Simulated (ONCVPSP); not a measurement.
# Pseudopotential generation for La: ONCV, PBEsol, scalar-relativistic.

The input file (ONCVPSP 4.0.1):

```
# ATOM AND REFERENCE CONFIGURATION
# atsym  z   nc   nv     iexc    psfile
  La 57.00    9    4  -116133      upf
#
#   n    l    f
    1    0    2.00
    2    0    2.00
    2    1    6.00
    3    0    2.00
    3    1    6.00
    3    2   10.00
    4    0    2.00
    4    1    6.00
    4    2   10.00
    5    0    2.00
    5    1    6.00
    5    2    1.00
    6    0    2.00
#
# PSEUDOPOTENTIAL AND OPTIMIZATION
# lmax
    3
#
#   l,   rc,      ep,       ncon, nbas, qcut
    0    2.30    0.00    3    6    4.80
    1    2.35    0.00    5   10    6.30
    2    3.90    0.00    3    8    3.90
    3    3.05    0.32    3    7    3.80
#
# LOCAL POTENTIAL
# lloc, lpopt,  rc(5),   dvloc0
    4    5    2.15    0.00
#
# VANDERBILT-KLEINMAN-BYLANDER PROJECTORs
# l, nproj, debl
    0    2    2.10
    1    1    2.00
    2    2    2.20
    3    1    2.70
#
# MODEL CORE CHARGE
# icmod, fcfact, rcfact
    0    0.00    0.00
#
# LOG DERIVATIVE ANALYSIS
# epsh1, epsh2, depsh
   -3.00    5.00    0.02
#
# OUTPUT GRID
# rlmax, drl
    6.00    0.01
#
# TEST CONFIGURATIONS
# ncnf
    4
# nvcnf
#   n    l    f
    4
    5    0    2.00
    5    1    6.00
    5    2    1.00
    6    0    1.00
#
    4
    5    0    2.00
    5    1    6.00
    5    2    1.00
    6    0    0.00
#
    4
    5    0    2.00
    5    1    6.00
    5    2    0.00
    6    0    0.00
#
    4
    5    0    2.00
    5    1    6.00
    5    2    0.00
    6    0    2.00
#
```

Command:

```bash
oncvpsp.x < La.dat > La.out
```

The program printed (shortened: citation, most of the input echo, consistency checks and plot data are left out):

```
ONCVPSP  (Optimized Norm-Conservinng Vanderbilt PSeudopotential)
scalar-relativistic version 4.0.1

#   n    l    f        energy (Ha)
    1    0    2.00    -1.4234712E+03
    2    0    2.00    -2.2661390E+02
    2    1    6.00    -2.0313106E+02
    3    0    2.00    -4.8462312E+01
    3    1    6.00    -4.0964817E+01
    3    2   10.00    -3.0187043E+01
    4    0    2.00    -9.7797262E+00
    4    1    6.00    -7.3411762E+00
    4    2   10.00    -3.8134815E+00
    5    0    2.00    -1.4313161E+00
    5    1    6.00    -8.2316012E-01
    5    2    1.00    -1.1402178E-01
    6    0    2.00    -1.3616429E-01

Reference configufation results
  iterations    25
  all-electron total energy (Ha)   -8.49000440D+03

Begin loop to  construct optimized pseudo wave functions
and semi-local pseudopoentials for all angular momenta

Calculating optimized projector #   1

 for l=   0

    Fraction of norm inside rc  0.917041
    Optimizing pswf for qcut=   4.80 a_B^-1,  ecut=  11.52 Ha
    Residual kinetic energy error=  1.24D-05 Ha

    Energy error per electron        Cutoff
         Ha          eV             Ha
         0.01000     0.27211        6.19
         0.00100     0.02721        8.39
         0.00010     0.00272       10.01
         0.00001     0.00027       12.83

Calculating optimized projector #   2

 for l=   0

    Fraction of norm inside rc  0.054251
    Optimizing pswf for qcut=   4.80 a_B^-1,  ecut=  11.52 Ha
    Residual kinetic energy error=  7.85D-06 Ha

    Energy error per electron        Cutoff
         Ha          eV             Ha
         0.01000     0.27211        4.54
         0.00100     0.02721        7.71
         0.00010     0.00272        9.68
         0.00001     0.00027       11.71

Calculating optimized projector #   1

 for l=   1

    Fraction of norm inside rc  0.827417
    Optimizing pswf for qcut=   6.30 a_B^-1,  ecut=  19.85 Ha
    Residual kinetic energy error=  1.12D-06 Ha

    Energy error per electron        Cutoff
         Ha          eV             Ha
         0.01000     0.27211        9.03
         0.00100     0.02721       12.96
         0.00010     0.00272       15.69
         0.00001     0.00027       17.85

   Wellstate for l =  2  n =  9
     eigenvalue =   2.0860
     asymptotic potential =   2.5860
     half-point radius =  7.1611

Calculating optimized projector #   1

 for l=   2

    Fraction of norm inside rc  0.789137
    Optimizing pswf for qcut=   3.90 a_B^-1,  ecut=   7.60 Ha
    Residual kinetic energy error=  1.42D-07 Ha

    Energy error per electron        Cutoff
         Ha          eV             Ha
         0.01000     0.27211        3.51
         0.00100     0.02721        4.74
         0.00010     0.00272        5.66
         0.00001     0.00027        6.48

Calculating optimized projector #   2

 for l=   2

    Fraction of norm inside rc  0.187433
    Optimizing pswf for qcut=   3.90 a_B^-1,  ecut=   7.60 Ha
    Residual kinetic energy error=  4.72D-05 Ha

    Energy error per electron        Cutoff
         Ha          eV             Ha
         0.01000     0.27211        5.14
         0.00100     0.02721        6.43
         0.00010     0.00272        7.43
         0.00001     0.00027       13.81

WARNING wellstate: localized bound state found for n= 4 l= 3
WARNING this state with energy -0.16127529
WARNING will be used for the first projector

Calculating optimized projector #   1

 for l=   3

    Fraction of norm inside rc  0.977760
    Optimizing pswf for qcut=   3.80 a_B^-1,  ecut=   7.23 Ha
    Residual kinetic energy error=  2.08D-02 Ha

    Energy error per electron        Cutoff
         Ha          eV             Ha
         0.01000     0.27211       10.53
         0.00100     0.02721       29.15
         0.00010     0.00272       62.31

Construct Vanderbilt / Kleinmman-Bylander projectors

B matrix Hermiticity error, ll=   0
   1   2    8.6932E-05

  Orthonormal projector coefficients  4.5302E+00  5.9029E-01

B matrix Hermiticity error, ll=   2
   1   2   -6.7175E-05

  Orthonormal projector coefficients  1.2634E+00 -5.0912E-01

Pseudoatom total energy  -31.555753

Diagnostic tests using Vanderbilt-Kleinman-Bylander pseudopotentials
  1 or more projectors used as specified by nproj input data

   l    rcore       rmatch      e in        delta e   norm test  slope test

   0   2.3040024   2.3739569  -1.4313161   0.0000106   1.0001059   1.0001108
   0   2.3040024   2.3739569  -0.1361643   0.0000017   1.0000298   1.0000224

   1   2.3597981   2.4314467  -0.8231601  -0.0000018   0.9999972   1.0000032

   2   3.9003648   4.0187884  -0.1140218  -0.0000028   0.9999913   0.9999746
   2   3.9003648   4.0187884   2.0859782   0.0000648   0.9999499   0.9999499

   3   3.0520246   3.1446906  -0.1612753  -0.0001041   0.9985359   0.9983449

 Testing for bound ghosts
   n   l    E NL Schr. Eq   E Basis Diag.   E Cutoff

   1   0       -1.431306       -1.431312     24.18
   2   0       -0.136163       -0.105673     24.18

   2   1       -0.823162       -0.823153     71.11

   3   2       -0.114025       -0.113952     22.67

   4   3       -0.161379       -0.159616     23.34

 Testing for highly-localized positive-energy ghosts
       l    <radius>/rc     E Basis Diag.   E Cutoff

       0        0.846143        4.280979     24.18  WARNING - GHOST(+)

Test configuration 0

   n   l     f        eae           eps        diff
   1   0  2.0000-1423.47120850
   2   0  2.0000 -226.61389633
   2   1  6.0000 -203.13106047
   3   0  2.0000  -48.46231154
   3   1  6.0000  -40.96481728
   3   2 10.0000  -30.18704293
   4   0  2.0000   -9.77972624
   4   1  6.0000   -7.34117624
   4   2 10.0000   -3.81348155
   5   0  2.0000   -1.43131611   -1.43130552    1.06D-05
   5   1  6.0000   -0.82316012   -0.82316188   -1.76D-06
   5   2  1.0000   -0.11402178   -0.11402462   -2.84D-06
   6   0  2.0000   -0.13616429   -0.13616262    1.68D-06

    Total energies and differences
      AE_ref= -8.49000440D+03  AE_tst= -8.49000440D+03  dif=  0.00D+00
      PS_ref= -3.15557531D+01  PS_tst= -3.15557531D+01  dif= -1.78D-14
      PSP excitation error=  1.78D-14

Test configuration 1

   n   l     f        eae           eps        diff
   1   0  2.0000-1423.68818955
   2   0  2.0000 -226.83009666
   2   1  6.0000 -203.34729219
   3   0  2.0000  -48.67852976
   3   1  6.0000  -41.18103484
   3   2 10.0000  -30.40322640
   4   0  2.0000   -9.99566334
   4   1  6.0000   -7.55704826
   4   2 10.0000   -4.02918585
   5   0  2.0000   -1.64585206   -1.64651371   -6.62D-04
   5   1  6.0000   -1.03697154   -1.03732301   -3.51D-04
   5   2  1.0000   -0.31344216   -0.31345279   -1.06D-05
   6   0  1.0000   -0.30768502   -0.30775005   -6.50D-05

    Total energies and differences
      AE_ref= -8.49000440D+03  AE_tst= -8.48978392D+03  dif=  2.20D-01
      PS_ref= -3.15557531D+01  PS_tst= -3.13352155D+01  dif=  2.21D-01
      PSP excitation error= -5.69D-05

Test configuration 2

   n   l     f        eae           eps        diff
   1   0  2.0000-1423.94212535
   2   0  2.0000 -227.08295197
   2   1  6.0000 -203.60018336
   3   0  2.0000  -48.93130754
   3   1  6.0000  -41.43381071
   3   2 10.0000  -30.65597537
   4   0  2.0000  -10.24775846
   4   1  6.0000   -7.80901341
   4   2 10.0000   -4.28084273
   5   0  2.0000   -1.89461073   -1.89631505   -1.70D-03
   5   1  6.0000   -1.28345931   -1.28441417   -9.55D-04
   5   2  1.0000   -0.53877599   -0.53870101    7.50D-05

    Total energies and differences
      AE_ref= -8.49000440D+03  AE_tst= -8.48938526D+03  dif=  6.19D-01
      PS_ref= -3.15557531D+01  PS_tst= -3.09362984D+01  dif=  6.19D-01
      PSP excitation error= -3.17D-04

Test configuration 3

   n   l     f        eae           eps        diff
   1   0  2.0000-1424.33436387
   2   0  2.0000 -227.47919447
   2   1  6.0000 -203.99620033
   3   0  2.0000  -49.32533075
   3   1  6.0000  -41.82783096
   3   2 10.0000  -31.05055195
   4   0  2.0000  -10.63779778
   4   1  6.0000   -8.19867327
   4   2 10.0000   -4.66989787
   5   0  2.0000   -2.26795020   -2.26473218    3.22D-03
   5   1  6.0000   -1.64508459   -1.64233993    2.74D-03

    Total energies and differences
      AE_ref= -8.49000440D+03  AE_tst= -8.48869041D+03  dif=  1.31D+00
      PS_ref= -3.15557531D+01  PS_tst= -3.02433413D+01  dif=  1.31D+00
      PSP excitation error=  1.57D-03

Test configuration 4

   n   l     f        eae           eps        diff
   1   0  2.0000-1423.77335227
   2   0  2.0000 -226.91968563
   2   1  6.0000 -203.43664422
   3   0  2.0000  -48.76683213
   3   1  6.0000  -41.26933389
   3   2 10.0000  -30.49194119
   4   0  2.0000  -10.08231744
   4   1  6.0000   -7.64363013
   4   2 10.0000   -4.11580929
   5   0  2.0000   -1.72582389   -1.72240843    3.42D-03
   5   1  6.0000   -1.11043085   -1.10822696    2.20D-03
   6   0  2.0000   -0.34151416   -0.34120477    3.09D-04

    Total energies and differences
      AE_ref= -8.49000440D+03  AE_tst= -8.48976907D+03  dif=  2.35D-01
      PS_ref= -3.15557531D+01  PS_tst= -3.13211435D+01  dif=  2.35D-01
      PSP excitation error=  7.19D-04
```

The run took about 7 s on one core of a shared server CPU.
